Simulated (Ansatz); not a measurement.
Some isomers of C₃H₅, charge -1, singlet:

A. C=C[CH2-]
B. C=[C-]C
C. [CH-]1CC1
D. [CH-]=CC

Quantity: relative energy (electronic energy difference), kcal/mol. Each molecule is optimised on its own at B3LYP-D3(BJ)/def2-TZVP (Ansatz, an electronic-structure program), one conformer each, not searched for the lowest. Cores are frozen in the correlated levels unless marked. Spin-orbit coupling is left out. Non-relativistic. CBS(X,Y): correlation extrapolated as X^-3; Hartree-Fock from the larger set. [CCSD(T)-MP2]/basis is that difference in the basis named. Anions need diffuse functions, which plain sets lack and def2-D sets hold few of. Values are relative to the lowest entry of each level; other isomers of the formula, not listed, may lie lower.

```json
[
 {"": "A", "revPBE-D3(BJ)/def2-TZVPD (Ansatz + dftd3)": "0.0", "revPBE-D4/def2-TZVPD (Ansatz + dftd4)": "0.0", "SCS-MP2/aug-cc-pVTZ (Ansatz)": "0.0", "RI-MP2/CBS(aug-cc-pVTZ,aug-cc-pVQZ)+[CCSD(T)-MP2]/aug-cc-pVTZ (Ansatz)": "___"},
 {"": "B", "revPBE-D3(BJ)/def2-TZVPD (Ansatz + dftd3)": "16.3", "revPBE-D4/def2-TZVPD (Ansatz + dftd4)": "16.3", "SCS-MP2/aug-cc-pVTZ (Ansatz)": "15.9", "RI-MP2/CBS(aug-cc-pVTZ,aug-cc-pVQZ)+[CCSD(T)-MP2]/aug-cc-pVTZ (Ansatz)": "___"},
 {"": "C", "revPBE-D3(BJ)/def2-TZVPD (Ansatz + dftd3)": "30.1", "revPBE-D4/def2-TZVPD (Ansatz + dftd4)": "29.4", "SCS-MP2/aug-cc-pVTZ (Ansatz)": "29.8", "RI-MP2/CBS(aug-cc-pVTZ,aug-cc-pVQZ)+[CCSD(T)-MP2]/aug-cc-pVTZ (Ansatz)": "___"},
 {"": "D", "revPBE-D3(BJ)/def2-TZVPD (Ansatz + dftd3)": "17.8", "revPBE-D4/def2-TZVPD (Ansatz + dftd4)": "17.8", "SCS-MP2/aug-cc-pVTZ (Ansatz)": "16.7", "RI-MP2/CBS(aug-cc-pVTZ,aug-cc-pVQZ)+[CCSD(T)-MP2]/aug-cc-pVTZ (Ansatz)": "___"}
]
```

Task: What belongs in the gaps?

Result: 
- A, RI-MP2/CBS(aug-cc-pVTZ,aug-cc-pVQZ)+[CCSD(T)-MP2]/aug-cc-pVTZ (Ansatz): 0.0
- B, RI-MP2/CBS(aug-cc-pVTZ,aug-cc-pVQZ)+[CCSD(T)-MP2]/aug-cc-pVTZ (Ansatz): 15.1
- C, RI-MP2/CBS(aug-cc-pVTZ,aug-cc-pVQZ)+[CCSD(T)-MP2]/aug-cc-pVTZ (Ansatz): 30.3
- D, RI-MP2/CBS(aug-cc-pVTZ,aug-cc-pVQZ)+[CCSD(T)-MP2]/aug-cc-pVTZ (Ansatz): 16.2
